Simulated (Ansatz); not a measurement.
One change: `BOC1CO1` becomes `OCC1CO1`.

Ansatz, PBE0-D4/def2-TZVP geometries, multiplicity 1. Each molecule was computed in one conformer, which needn't be the lowest.

```json
{"property": "HOMO energy (PBE/def2-TZVPP) / eV", "`BOC1CO1`": "-6.87"}
{"property": "HOMO–LUMO gap (PBE/def2-TZVPP) / eV", "`BOC1CO1`": "5.14"}
{"property": "LUMO energy (B3LYP/def2-TZVPP) / eV", "`BOC1CO1`": "-0.99"}
{"property": "HOMO energy (B3LYP/def2-TZVPP) / eV", "`BOC1CO1`": "-8.25"}
{"property": "HOMO–LUMO gap (B3LYP/def2-TZVPP) / eV", "`BOC1CO1`": "7.26"}
{"property": "HOMO energy (PBE0/def2-TZVPP) / eV", "`BOC1CO1`": "-8.50"}
```

Question: Give the same properties after the change, and the shifts. (Estimate.)

Answer: Computed: 
```tsv
property	`OCC1CO1`	shift
HOMO energy (PBE/def2-TZVPP) / eV	-6.16	0.71
HOMO–LUMO gap (PBE/def2-TZVPP) / eV	6.52	1.38
LUMO energy (B3LYP/def2-TZVPP) / eV	0.94	1.93
HOMO energy (B3LYP/def2-TZVPP) / eV	-7.58	0.67
HOMO–LUMO gap (B3LYP/def2-TZVPP) / eV	8.52	1.26
HOMO energy (PBE0/def2-TZVPP) / eV	-7.82	0.68
```

With PBE0 the HOMO rises by 0.68 eV and the LUMO rises by 2.06 eV, so the gap widens by about 1.38 eV. PBE moves the HOMO by 0.71 eV and ωB97M-V by 0.66 eV. The zero-point energy changes by 44.5 kJ/mol with +3 modes.

B3LYP here is the variant with VWN-RPA as its local correlation; programs differ in this.
